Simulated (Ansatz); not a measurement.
`O[Si@@H]1[GaH][Si@H]1F`. Charge 0, multiplicity 1.

```tsv
atom	x (Å)	y (Å)	z (Å)
O1	-1.322	-1.435	-1.399
Si2	-0.017	-0.941	-0.522
Ga3	0.275	0.044	1.740
Si4	0.961	1.083	-0.242
F5	1.658	2.262	-1.081
H6	-2.045	-0.808	-1.476
H7	0.923	-2.088	-0.627
H8	-0.069	0.230	3.262
H9	-0.363	1.653	0.345
```

Question: List the harmonic frequencies (cm⁻¹, unscaled) at PBE0-D4/def2-TZVP in Ansatz. (Best estimate.)

Answer: Ansatz gave: 57, 122, 142, 201, 274, 325, 337, 402, 439, 459, 539, 630, 741, 816, 864, 912, 927, 1883, 1935, 2218, 3905.

Question: Is this a minimum?

Answer: Yes, all 21 modes are real.

Question: Give the ideal-gas thermochemistry at 298.15 K and 1 bar (rigid rotor, harmonic oscillator; point group C1, symmetry number 1).

Answer: Zero-point energy 108.4 kJ/mol; H(298) − E = 132.7 kJ/mol; entropy 382.2 J/(mol·K), of which translation 172.5, rotation 121.7, vibration 87.9; G(298) − E = 18.7 kJ/mol. Modes under 100 cm⁻¹ are hindered rotations or soft bends, so the harmonic entropy is rough.

Question: And at 400, 500, 600, 800 and 1000 K?

Answer: 
| T (K) | H − E (kJ/mol) | S (J/mol/K) | G − E (kJ/mol) |
| --- | --- | --- | --- |
| 400 | 146.3 | 421.3 | -22.2 |
| 500 | 161.1 | 454.2 | -66.0 |
| 600 | 176.8 | 482.9 | -112.9 |
| 800 | 210.4 | 531.1 | -214.5 |
| 1000 | 245.9 | 570.7 | -324.8 |

Question: Rotational constants (cm⁻¹)?

Answer: 0.06029, 0.05788, 0.03102.
